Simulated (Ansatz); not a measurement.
Species: SnF2, charge 1, multiplicity 2. 
Structure (B3LYP-D3(BJ)/def2-TZVP (Ansatz, a quantum-chemistry and plane-wave program) minimum search):
```xyz
3

Sn     0.0082     0.0004    -0.2587
F      0.7515     1.4232     0.7458
F     -0.7973    -1.4256     0.6915
```
Charge +1, spin multiplicity 2.

Basis-set convergence of Hartree-Fock and CCSD correlation energies (hartree) with Ansatz. Cores are frozen in the correlated levels unless marked. UHF or UKS for open shells. Spin-orbit coupling is left out. Frozen are the shells of the preceding noble gas and the d and f shells that filled before the atom's block. In def2 rows, elements after Kr have scalar-relativistic effective core potentials.

```
basis        functions       E(HF)  E(corr, CCSD)
-----------  ---------  ----------  -------------
def2-SVPD           78  -411.77669       -0.45744
def2-TZVPPD        136         [?]            [?]
```

Task: Some entries are withheld; supply them.

Result: 
- def2-TZVPPD, E(HF): -412.03321
- def2-TZVPPD, E(corr, CCSD): -0.57435
